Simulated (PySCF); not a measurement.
Radial density of Rh²⁺ (rhodium, charge +2)

wB97X-V, [Kr] 4d6 5s1, 5s spin antiparallel (an excited configuration). All numbers are calculated (PySCF 2.14, scalar relativity by spin-free X2C-1e, in ANO-RCC-VTZP (7s6p4d2f1g, 68 functions)).

```csv
r (bohr),4πr²ρ (e/bohr),4πr²(ρα − ρβ)
0.0276,55.91,-0.0052
0.0464,48.60,0.0018
0.0781,65.33,0.0363
0.131,64.00,0.3333
0.221,47.73,0.7741
0.372,51.13,0.2338
0.625,15.78,0.6304
1.05,14.56,3.4045
1.77,4.065,1.3545
2.97,0.6024,-0.2381
5.00,0.04811,-0.0454
8.41,0.001038,-0.0010
14.2,6.332e-05,-0.0001
```

Densities and radii are taken from the X2C orbitals without a picture-change correction, which distorts them close to the nucleus.

With the s spin flipped the determinant is a mixture of two multiplicities, not a spectroscopic state.
